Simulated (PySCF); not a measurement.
A GIAO shielding run with PySCF (density fitting, non-relativistic, gas phase) on `O=C([SiH2]O)C(F)(F)F`, C₂H₃F₃O₂Si:

```
$ OMP_NUM_THREADS=1 python probes_run.py task.json out

{"job": {"kind": "nmr", "xc": "PBE0", "basis": "pcSseg-1"}, "charge": 0, "multiplicity": 1}
O      0.183987    -1.244105    -1.207033
C     -0.155686    -0.438133    -0.381144
Si     1.072969     0.467637     0.793240
O      2.529503    -0.089810     0.392363
C     -1.645153    -0.080336    -0.215908
F     -1.828699     1.237468    -0.410292
F     -2.047127    -0.340476     1.040647
F     -2.470064    -0.723369    -1.039786
H      0.723154     0.071572     2.149822
H      0.971971     1.888810     0.495869
H      2.670569    -0.746587    -0.288948
```

Hardware: 1 thread of an Arm Neoverse N1, shared host. The job also computes population analyses, field gradients.

Q: How large is the calculation?

A: 72 electrons, 158 basis functions and 846 auxiliary functions.

Q: How long does it take, and how much memory does it need?

A: 29 s of wall time, with 15 SCF cycles and 5 response iterations; peak memory 0.72 GiB. Times on a shared host scatter by some tens of per cent.
